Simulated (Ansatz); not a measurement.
Reaction (redistribution): `[CH3][GeH]([CH3])[Cl]` + `[F][SbH][SiH3]` → `[CH3][GeH2][CH3]` + `[F][Sb]([SiH3])[Cl]`

Isolated molecules relaxed with PBE0-D4/def2-TZVP in Ansatz; ΔE leaves out vibrations. CBS: MP2 limit from def2 TZ/QZ plus the TZ coupled-cluster correction, frozen cores. DFT in def2-TZVPP. Elements past krypton have def2 core potentials. For Ge, Sb outer-core shells are correlated without core-valence functions, which leaves a few kJ/mol of doubt a bond. Scalar relativity is left out up to krypton.

`[CH3][GeH]([CH3])[Cl]`:

Z-matrix (Å, degrees):
```
C
Ge 1 1.942
H 1 1.091 2 109.8
H 1 1.092 2 110.1 3 -119.9
H 1 1.090 2 110.2 3 119.9
C 2 1.942 1 113.3 3 56.2
Cl 2 2.173 1 106.7 3 -60.9
H 2 1.540 1 112.0 3 -175.8
H 6 1.092 2 110.1 1 63.9
H 6 1.090 2 109.8 1 -56.0
H 6 1.090 2 110.2 1 -176.0
```

`[F][SbH][SiH3]`:

Cartesian coordinates in Å:
```
F 1.593 -1.217 1.456
Sb 0.241 0.140 1.689
Si -0.132 0.455 -0.856
H -1.061 -0.980 1.719
H -0.212 -0.858 -1.543
H 0.979 1.259 -1.429
H -1.408 1.201 -1.037
```

`[CH3][GeH2][CH3]`:

Z-matrix (Å, degrees):
```
C
Ge 1 1.955
H 1 1.091 2 110.3
H 1 1.091 2 110.8 3 120.1
H 1 1.091 2 110.3 3 -119.8
C 2 1.955 1 110.6 3 59.9
H 2 1.544 1 109.6 3 -179.2
H 2 1.544 1 109.6 3 -61.0
H 6 1.091 2 110.3 1 59.9
H 6 1.091 2 110.3 1 -59.9
H 6 1.091 2 110.8 1 -180.0
```

`[F][Sb]([SiH3])[Cl]`:

Z-matrix (Å, degrees):
```
Si
Sb 1 2.605
H 1 1.487 2 109.7
H 1 1.483 2 107.9 3 -120.8
H 1 1.486 2 108.1 3 119.2
Cl 2 2.349 1 91.4 3 171.8
F 2 1.919 1 92.3 3 74.6
```

CCSD(T)/CBS gives +1.2 kcal/mol.

Problem. Another level gave +2.6 kcal/mol. Which?
A. PBE/def2-TZVPP
B. r2SCAN0-D4/def2-TZVPP
C. CCSD/def2-TZVPP
D. r2SCAN/def2-TZVPP

Solution. B. r2SCAN0-D4 2.6, CCSD/def2-TZVPP 4.1, PBE 0.3, r2SCAN 1.4 kcal/mol.

Largest T1 diagnostic among the species: 0.014.

From BLYP to BHLYP (50 % exact exchange), in def2-TZVPP and without D4, ΔE moves by +3.0 kcal/mol. Leaving LDA and LC-ωPBE aside and taking each functional with its dispersion term where it has one, the values, not all of them listed here, spread over 3.9 kcal/mol, from BLYP-D4 to PBE-QIDH. At CCSD(T), def2-SVP lies +2.9 kcal/mol from the extrapolated value and def2-TZVPP +2.5 kcal/mol.
